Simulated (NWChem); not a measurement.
CH6OTi; SMILES C[O][TiH3]

```xyz
9

Ti     0.0001     0.0001    -0.9841
O      0.0002     0.0004     0.7327
C      0.0000     0.0000     2.1229
H      0.9949    -0.2829     2.5024
H     -0.2527     1.0029     2.5025
H     -0.7424    -0.7203     2.5020
H     -1.5575     0.4641    -1.4785
H      0.3768    -1.5810    -1.4782
H      1.1808     1.1167    -1.4789
```
Atoms are numbered in this order, from 1.

Structure relaxed at the PBE0/def2-SVP level.

**Question.** List the 6 lowest vertical singlet excitations from PBE0/6-31G* (spherical d), TDA (NWChem).

**Answer.** 
```
state  energy (eV)  oscillator strength  leading excitation (squared amplitude)
-----  -----------  -------------------  --------------------------------------
S1            3.68                0.000                    HOMO → LUMO+1 (0.48)
S2            3.86                0.001                      HOMO → LUMO (0.43)
S3            3.86                0.001                    HOMO−1 → LUMO (0.43)
S4            4.23                0.004                  HOMO−1 → LUMO+1 (0.40)
S5            4.63                0.001                    HOMO → LUMO+2 (0.86)
S6            4.63                0.001                  HOMO−1 → LUMO+2 (0.86)
```
